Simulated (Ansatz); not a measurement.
Basis-set extrapolation for C₂H₆BFS (PBE0-D4/def2-TZVP geometry, frozen core, Ansatz 0.2.0). Multiplicity 1, RHF reference.

|  | def2-TZVPP | def2-QZVPP |
| --- | --- | --- |
| HF | -600.948074 | -600.968338 |
| MP2 correlation | -0.885853 | -0.954297 |
| CCSD(T) correlation | -0.968978 | not run |

Energies in hartree. Use E(X) = E(∞) + A·exp(−7.88·√X) for Hartree–Fock and E(X) = E(∞) + B·X^(−2.97) for correlation, with X = 3 and 4, and add CCSD(T) minus MP2 of the smaller set to the MP2 limit.

Task: What is the CCSD(T) energy at the basis-set limit?

Result: HF limit: -600.968338 + (-0.020264) × 0.13774 = -600.97113. MP2 limit: -0.954297 + (-0.068444) × 0.74074 = -1.00500. Higher-order term: -0.968978 − (-0.885853) = -0.08313. Total: -602.05926 hartree, 89.2 kcal/mol below CCSD(T)/def2-TZVPP.
